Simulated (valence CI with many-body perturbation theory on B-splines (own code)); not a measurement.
**E1 line list for Fe¹⁰⁺**

Level of theory: configuration interaction combined with many-body perturbation theory (CI+MBPT): six valence electrons over a frozen Dirac-Fock core [Ne], radial functions for each j: 9 s, 9 p, 8 d, 6 f, 3 g, 1 h, with the one-electron correlation potential Σ1, the two-electron term Σ2, the three-electron term Σ3, Breit, model QED; selected CI, second order for the rest, scaled by the run's own slope (own B-spline code, finite nucleus).

No measured levels were compared; by estimate levels of excited configurations hold to 0.05 to 0.15 % of their energy, terms of the ground configuration to about 0.5 %. Among the levels kept, up to 1500 cm⁻¹ of a level comes from second order outside the variational space, and about a tenth of that is noise between levels of different J, which matters for small intervals.

Lines 51 to 91 of 91 in falling wavelength, among levels below 546650 cm⁻¹, chosen from the strongest by gf and those to the six lowest levels. Wavelengths and rates use the calculated energies, so an error of 200 cm⁻¹ moves a line at 22.20 nm by 0.044 % and its rate by three times that or more. Electric multipoles are in the length gauge, E1 and E2 with the static RPA response of the core. Weak lines are less certain than strong ones. Lines between different terms over intervals too small for the method are left out, as are lines whose strength nearly cancels. Where a level lies close to another of its J and parity, the split of strength between their lines is uncertain. The highest levels of a list are the least certain.

Names give the largest LS component (configuration and term), which can be under half, so a name can repeat, a term be missing and a line seem to break the LS rules; names also repeat where a configuration has a term twice. Letters in brackets count levels of one name in rising energy.

| λ vac (nm) | Upper | Lower | A (s⁻¹) | S (a.u.) |
| --- | --- | --- | --- | --- |
| 22.20 | 3s²3p³3d ³S°_1 [a] | 3s²3p⁴ ¹S_0 | 7.54e+08 | 1.22e-02 |
| 22.14 | 3s²3p³3d ³D°_2 [b] | 3s²3p⁴ ¹D_2 | 9.98e+07 | 2.67e-03 |
| 22.08 | 3s²3p³3d ³S°_1 [b] | 3s²3p⁴ ¹S_0 | 1.97e+09 | 3.14e-02 |
| 22.03 | 3s²3p³3d ¹D°_2 | 3s²3p⁴ ³P_1 | 4.54e+07 | 1.20e-03 |
| 21.92 | 3s²3p³3d ³P°_2 [a] | 3s²3p⁴ ¹D_2 | 1.89e+08 | 4.91e-03 |
| 21.75 | 3s²3p³3d ³D°_3 [b] | 3s²3p⁴ ¹D_2 | 6.20e+07 | 2.20e-03 |
| 21.70 | 3s²3p³3d ³P°_1 [b] | 3s²3p⁴ ¹S_0 | 4.07e+09 | 6.16e-02 |
| 21.43 | 3s²3p³3d ¹D°_2 | 3s²3p⁴ ³P_2 | 1.38e+08 | 3.36e-03 |
| 21.39 | 3s²3p³3d ³D°_1 [b] | 3s²3p⁴ ³P_0 | 9.82e+08 | 1.42e-02 |
| 21.32 | 3s²3p³3d ³D°_1 [b] | 3s²3p⁴ ³P_1 | 1.09e+08 | 1.57e-03 |
| 21.28 | 3s²3p³3d ³P°_0 [a] | 3s²3p⁴ ³P_1 | 3.30e+08 | 1.57e-03 |
| 21.25 | 3s²3p³3d ³P°_1 [a] | 3s²3p⁴ ³P_0 | 9.62e+07 | 1.37e-03 |
| 21.17 | 3s²3p³3d ³P°_1 [a] | 3s²3p⁴ ³P_1 | 4.14e+06 | 5.81e-05 |
| 21.11 | 3s²3p³3d ³F°_2 [b] | 3s²3p⁴ ³P_1 | 2.46e+05 | 5.71e-06 |
| 20.97 | 3s²3p³3d ³D°_2 [b] | 3s²3p⁴ ³P_1 | 1.48e+09 | 3.37e-02 |
| 20.77 | 3s²3p³3d ³P°_2 [a] | 3s²3p⁴ ³P_1 | 1.20e+09 | 2.66e-02 |
| 20.76 | 3s²3p³3d ³D°_1 [b] | 3s²3p⁴ ³P_2 | 1.58e+08 | 2.09e-03 |
| 20.62 | 3s²3p³3d ³P°_1 [a] | 3s²3p⁴ ³P_2 | 2.74e+09 | 3.56e-02 |
| 20.61 | 3s²3p³3d ³F°_3 [b] | 3s²3p⁴ ³P_2 | 2.14e+08 | 6.48e-03 |
| 20.56 | 3s²3p³3d ³F°_2 [b] | 3s²3p⁴ ³P_2 | 4.10e+06 | 8.80e-05 |
| 20.49 | 3s²3p³3d ¹F°_3 | 3s²3p⁴ ¹D_2 | 2.62e+07 | 7.80e-04 |
| 20.42 | 3s²3p³3d ³D°_2 [b] | 3s²3p⁴ ³P_2 | 3.51e+08 | 7.37e-03 |
| 20.26 | 3s²3p³3d ³S°_1 [a] | 3s²3p⁴ ¹D_2 | 6.07e+09 | 7.47e-02 |
| 20.25 | 3s²3p³3d ³P°_2 [b] | 3s²3p⁴ ¹D_2 | 1.72e+09 | 3.53e-02 |
| 20.24 | 3s²3p³3d ³P°_2 [a] | 3s²3p⁴ ³P_2 | 5.15e+09 | 1.05e-01 |
| 20.16 | 3s²3p³3d ³S°_1 [b] | 3s²3p⁴ ¹D_2 | 5.31e+10 | 6.44e-01 |
| 20.10 | 3s²3p³3d ³D°_3 [b] | 3s²3p⁴ ³P_2 | 4.43e+08 | 1.24e-02 |
| 19.84 | 3s²3p³3d ³P°_1 [b] | 3s²3p⁴ ¹D_2 | 4.15e+10 | 4.80e-01 |
| 19.34 | 3s²3p³3d ³S°_1 [a] | 3s²3p⁴ ³P_0 | 1.34e+09 | 1.43e-02 |
| 19.27 | 3s²3p³3d ³S°_1 [a] | 3s²3p⁴ ³P_1 | 2.47e+08 | 2.62e-03 |
| 19.26 | 3s²3p³3d ³P°_2 [b] | 3s²3p⁴ ³P_1 | 1.96e+10 | 3.46e-01 |
| 19.24 | 3s²3p³3d ³S°_1 [b] | 3s²3p⁴ ³P_0 | 1.63e+10 | 1.72e-01 |
| 19.18 | 3s²3p³3d ³S°_1 [b] | 3s²3p⁴ ³P_1 | 2.75e+10 | 2.87e-01 |
| 19.02 | 3s²3p³3d ¹F°_3 | 3s²3p⁴ ³P_2 | 1.07e+09 | 2.54e-02 |
| 18.95 | 3s²3p³3d ³P°_1 [b] | 3s²3p⁴ ³P_0 | 2.94e+10 | 2.97e-01 |
| 18.89 | 3s²3p³3d ³P°_1 [b] | 3s²3p⁴ ³P_1 | 3.32e+10 | 3.32e-01 |
| 18.88 | 3s²3p³3d ³P°_0 [b] | 3s²3p⁴ ³P_1 | 1.24e+11 | 4.13e-01 |
| 18.81 | 3s²3p³3d ³S°_1 [a] | 3s²3p⁴ ³P_2 | 9.52e+10 | 9.39e-01 |
| 18.81 | 3s²3p³3d ³P°_2 [b] | 3s²3p⁴ ³P_2 | 9.28e+10 | 1.52e+00 |
| 18.73 | 3s²3p³3d ³S°_1 [b] | 3s²3p⁴ ³P_2 | 9.45e+08 | 9.19e-03 |
| 18.45 | 3s²3p³3d ³P°_1 [b] | 3s²3p⁴ ³P_2 | 6.15e+09 | 5.72e-02 |
